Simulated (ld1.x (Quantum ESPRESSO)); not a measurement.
# Configuration tests for cerium (TM)

cerium, norm-conserving Troullier–Martins (Kleinman–Bylander form), made with ld1.x (Quantum ESPRESSO) 7.5 (PBEsol, scalar-relativistic). Core [Kr] 4d10 5s2, reference 4f1 5p6 5d1 6s2 6p0. Waves: 6s (bound): rc 2.85 bohr; 5p (bound): rc 2.30 bohr; 4f (bound): rc 1.70 bohr; 5d (bound): rc 2.50 bohr. Local part: the d channel. Core correction: Bessel-smoothed model core inside 1.50 bohr.

Energies are relative to the spin-unpolarised reference configuration 4f1 5p6 5d1 6s2 6p0; without spin polarisation the order of configurations can differ from experiment.

(1) Give the all-electron excitation energy and the error of the potential for: 4f1 5p6 5d1 6s1 6p0; 4f1 5p6 5d1 6s0 6p0; 4f1 5p6 5d0 6s0 6p0; 4f0 5p6 5d2 6s1 6p0; 4f1 5p6 5d1.5 6s1.5 6p0; 4f2 5p6 5d0 6s1 6p0; 4f2 5p6 5d1 6s0 6p0.

Levels in the configuration 4f1 5p6 5d1 6s0 6p0:

```csv
level,all-electron (eV),pseudo (eV)
4f,-18.220,-18.121
5p,-35.941,-35.887
5d,-14.817,-14.801
```

Note: ghost state, extra bound levels that the all-electron valence spectrum of the same l lacks: s at -16.3 eV. A true bound ghost makes a file unfit for plane-wave use.

Results:

(1)

```json
{"valence configuration": "4f1 5p6 5d1 6s1 6p0", "charge": "+1", "ΔE all-electron (eV)": "6.103", "error AE − PS (meV)": "-4.5"}
{"valence configuration": "4f1 5p6 5d1 6s0 6p0", "charge": "+2", "ΔE all-electron (eV)": "17.140", "error AE − PS (meV)": "-11"}
{"valence configuration": "4f1 5p6 5d0 6s0 6p0", "charge": "+3", "ΔE all-electron (eV)": "36.277", "error AE − PS (meV)": "-5.4"}
{"valence configuration": "4f0 5p6 5d2 6s1 6p0", "charge": "+1", "ΔE all-electron (eV)": "11.301", "error AE − PS (meV)": "+80"}
{"valence configuration": "4f1 5p6 5d1.5 6s1.5 6p0", "charge": "0", "ΔE all-electron (eV)": "0.403", "error AE − PS (meV)": "-4.8"}
{"valence configuration": "4f2 5p6 5d0 6s1 6p0", "charge": "+1", "ΔE all-electron (eV)": "5.321", "error AE − PS (meV)": "-190"}
{"valence configuration": "4f2 5p6 5d1 6s0 6p0", "charge": "+1", "ΔE all-electron (eV)": "6.085", "error AE − PS (meV)": "-151"}
```
